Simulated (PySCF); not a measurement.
**[PdF3]-: one-bond stretch**

Method: PBE0/[Pd def2-SVPD with ECP28, F def2-SVPD], scalar-relativistic core potentials, density fitting, no spin–orbit coupling, PySCF.

Rigid scan from the singlet minimum (Pd–F 1.930 Å, Pd–F 1.944 Å (×2); F–Pd–F 95.6° (×2), F–Pd–F 168.8°). Coordinate: the bond from Pd to the last atom (F) scaled, the rest fixed. Energies in kJ/mol from the minimum.

Task: Predict the curve at 0.92, 0.96, 1.00, 1.05, 1.12, 1.20, 1.35, 1.55, 1.80, 2.20.

Result: 
| scale of one bond | E (kJ/mol) | dipole size (D, about the centre of mass) |
| --- | --- | --- |
| 0.92 | 25.8 | 3.34 |
| 0.96 | 5.5 | 3.14 |
| 1.00 | 0.0 | 3.01 |
| 1.05 | 6.3 | 2.96 |
| 1.12 | 28.9 | 3.08 |
| 1.20 | 62.9 | 3.43 |
| 1.35 | 126.7 | 4.45 |
| 1.55 | 192.9 | – |
| 1.80 | 245.6 | – |
| 2.20 | 286.9 | – |

At long bonds a restricted determinant can lie too high, and another spin state can fall below this curve.

Stability towards spin polarisation was not tested.

Other isomers or separated fragments may lie lower.

The scan took 16 s on 2 threads of a shared Arm Neoverse V2 host; the process peaked at 1.2 GiB. Launch command: `OMP_NUM_THREADS=2 python axn.py task.json out`.
